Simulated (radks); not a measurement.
Al+, configuration [Ne] 3s2. Calculated with a radial shooting solver on a logarithmic mesh with Libxc functionals: scalar-relativistic Kohn-Sham, SOGGA, spin-polarised, spherical densities, finite nucleus; Fermi nuclear charge, rms radius 3.061 fm.

Unscreened Slater integrals over Kohn-Sham orbitals (hartree). They are taken over the spin-up orbitals.

\begin{tabular}{lr}
integral & value \\ \hline
F0(3s,3s) & 0.37879 \\
F0(3s,2p) & 0.50306 \\
G1(3s,2p) & 0.032673 \\
F0(3s,2s) & 0.50110 \\
G0(3s,2s) & 0.025736 \\
F0(3s,1s) & 0.54203 \\
G0(3s,1s) & 0.011736 \\
F0(2p,2p) & 1.5298 \\
F2(2p,2p) & 0.69654 \\
F0(2p,2s) & 1.4799 \\
G1(2p,2s) & 0.88624 \\
F0(2p,1s) & 2.1731 \\
G1(2p,1s) & 0.28172 \\
F0(2s,2s) & 1.4494 \\
F0(2s,1s) & 2.0550 \\
G0(2s,1s) & 0.16114 \\
F0(1s,1s) & 7.8231 \\
\end{tabular}
